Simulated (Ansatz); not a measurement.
Consider the formal exchange of groups at a B–Si bond: `[SiH3]B1CN1` + `ClBCl` → `ClB(Cl)B1CN1` + SiH₄.

Gas-phase electronic energies from Ansatz, PBE0-D4/def2-TZVP geometries. CBS: MP2 limit from def2 TZ/QZ plus the TZ coupled-cluster correction, frozen cores. This one scheme is used for every species. DFT in def2-TZVPP. B3LYP here is the variant with VWN-RPA as its local correlation; programs differ in this. HSE06 is defined as in plane-wave codes. Each species was taken in one conformer, which may not be the lowest.

`[SiH3]B1CN1`:

```xyz
10

Si   -1.299   -0.093    1.278
B     0.076   -0.036   -0.156
C     1.437    0.440   -0.793
N     0.454   -0.467   -1.371
H    -0.695   -0.628    2.529
H    -1.791    1.284    1.559
H    -2.466   -0.944    0.919
H     1.530    1.423   -1.253
H     2.386    0.004   -0.484
H     0.368   -0.982   -2.228
```

`ClBCl`:

Cartesian coordinates in Å:
```
Cl 0.999 0.164 1.332
B 0.034 0.070 -0.107
Cl -1.377 -0.936 -0.163
H 0.344 0.702 -1.063
```

`ClB(Cl)B1CN1`:

Cartesian coordinates in Å:
```
Cl -3.004 0.546 0.245
B -1.519 -0.075 0.926
Cl -1.525 -0.619 2.587
B -0.124 -0.097 0.034
C 1.209 0.570 -0.486
N 0.699 -0.748 -0.806
H 2.090 0.620 0.153
H 1.183 1.320 -1.275
H 0.990 -1.519 -1.378
```

SiH₄:

```xyz
5

Si    0.000    0.000    0.000
H     0.632   -0.560    1.221
H     1.022    0.722   -0.799
H    -1.080    0.941    0.390
H    -0.574   -1.103   -0.811
```

| level | ΔE (kcal/mol) | difference from CCSD(T)/CBS |
| --- | --- | --- |
| LDA (SPW92) | -1.5 | -1.1 |
| revPBE-D4 | -1.4 | -1.0 |
| ωB97X-V | -0.6 | -0.2 |
| PBE-QIDH | -0.5 | -0.1 |
| PBE | -0.7 | -0.3 |
| PBE0 | -0.4 | 0.0 |
| B3LYP | -0.9 | -0.5 |
| r2SCANh | -0.9 | -0.5 |
| HSE06 | -0.4 | 0.0 |
| BHLYP | -0.7 | -0.3 |
| HF/def2-SVP | -0.7 | -0.3 |
| MP2/def2-SVP | -1.6 | -1.2 |
| CCSD/def2-SVP | -1.2 | -0.8 |
| CCSD(T)/def2-SVP | -1.3 | -0.9 |
| HF/def2-TZVPP | -0.4 | 0.0 |
| CCSD/def2-TZVPP | -0.6 | -0.2 |
| CCSD(T)/CBS | -0.4 | 0 |

Largest T1 diagnostic among the species: 0.014.

Leaving LDA and LC-ωPBE aside and taking each functional with its dispersion term where it has one, the values, not all of them listed here, spread over 1.3 kcal/mol, from BLYP-D4 to PBE-QIDH. LDA lies −0.8 kcal/mol from PBE without D4. At CCSD(T), def2-SVP lies −0.9 kcal/mol from the extrapolated value and def2-TZVPP −0.4 kcal/mol.
